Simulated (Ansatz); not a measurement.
Z-matrix (Å, degrees):
```
Hf
O 1 1.903
F 1 1.911 2 110.0
O 1 1.906 2 114.3 3 121.1
Se 1 2.603 2 105.2 3 -118.9
H 2 0.952 1 168.5 3 -94.3
H 4 0.951 1 169.0 2 11.8
H 5 1.472 1 89.7 2 -170.1
```

The species carries charge 0 and has multiplicity 1. Hf: def2 effective core potential.

(1) List the PBE/def2-TZVPP orbital energies in eV (Ansatz). (Best estimate.)

Results:

(1) Ansatz gave: Occupied: -12301.71, -1561.70, -1402.49, -1402.44, -1402.42, -659.13, -510.59, -510.48, -204.69, -150.04, -149.87, -149.81, -64.34, -53.13, -53.08, -53.02, -52.90, -52.90, -34.48, -34.39, -34.03, -27.60, -24.48, -24.23, -16.74, -13.04, -12.54, -10.17, -9.64, -9.61, -9.27, -8.56, -8.35, -8.16, -8.06, -6.85, -5.79. Lowest empty: -1.35, -1.08, -0.92, -0.62, -0.18, 0.10, 0.19, 0.53.
